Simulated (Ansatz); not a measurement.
`OB[SiH2][ZnH]` at its PBE0-D4/def2-TZVP geometry, where that method's forces vanish. Total charge 0; spin multiplicity 1.

| atom | x (Å) | y (Å) | z (Å) |
| --- | --- | --- | --- |
| O1 | 1.595 | 0.373 | -1.427 |
| B2 | 1.038 | 0.679 | -0.232 |
| Si3 | -0.069 | -0.701 | 0.733 |
| Zn4 | -2.364 | -0.416 | 0.158 |
| H5 | 2.069 | 1.107 | -1.828 |
| H6 | 1.167 | 1.797 | 0.206 |
| H7 | 0.074 | -0.518 | 2.209 |
| H8 | 0.352 | -2.097 | 0.409 |
| H9 | -3.862 | -0.223 | -0.227 |

For each bond, give half the difference of the two atoms' forces along it (eV/Å; positive pushes the atoms apart) under PBE-D4, r2SCAN-D4, B3LYP-D4, ωB97M-V in def2-TZVPP. (An estimate is asked.)

Computed: 
| bond | length (Å) | PBE-D4 | r2SCAN-D4 | B3LYP-D4 | ωB97M-V |
| --- | --- | --- | --- | --- | --- |
| O1–B2 | 1.354 | 0.34 | 0.20 | 0.16 | 0.20 |
| O1–H5 | 0.961 | 0.39 | 0.00 | -0.02 | -0.09 |
| B2–Si3 | 2.015 | -0.15 | -0.02 | 0.00 | 0.02 |
| B2–H6 | 1.207 | -0.01 | -0.07 | -0.14 | -0.15 |
| Si3–Zn4 | 2.383 | -0.04 | -0.01 | 0.11 | -0.01 |
| Si3–H7 | 1.495 | 0.11 | 0.00 | -0.08 | -0.09 |
| Si3–H8 | 1.494 | 0.12 | 0.01 | -0.08 | -0.10 |
| Zn4–H9 | 1.559 | -0.02 | -0.15 | -0.08 | -0.08 |

B3LYP here is the variant with VWN-RPA as its local correlation; programs differ in this.
